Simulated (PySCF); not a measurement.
C4H4BF, SMILES FB1C=CC=C1. Geometry: B3LYP-D3(BJ)/def2-SVP. This is a generated structure with no PubChem entry under its InChIKey; it may be hypothetical.

Calculation: B3LYP-D3(BJ)/def2-SVP in PySCF.

Harmonic wavenumbers (cm⁻¹): 154, 370, 400, 542, 609, 703, 750, 773, 801, 930, 1008, 1008, 1061, 1069, 1111, 1315, 1331, 1431, 1607, 1646, 3166, 3178, 3218, 3220. Rotational constants (GHz): 7.537, 3.373, 2.330; symmetry number 2.

Problem. Work out the zero-point energy and the ideal-gas rigid-rotor harmonic-oscillator thermochemistry at 298.15 K and 1 atm.

Solution. ZPE = ½ Σ hcν = ½ × 31398 cm⁻¹ = 44.89 kcal/mol. H − E(el) = 48.66 kcal/mol. Entropy in cal/(mol K): translation 39.12, rotation 24.72, vibration 7.24, total 71.08. G − E(el) = 27.47 kcal/mol. Cp = 20.49 cal/(mol K).
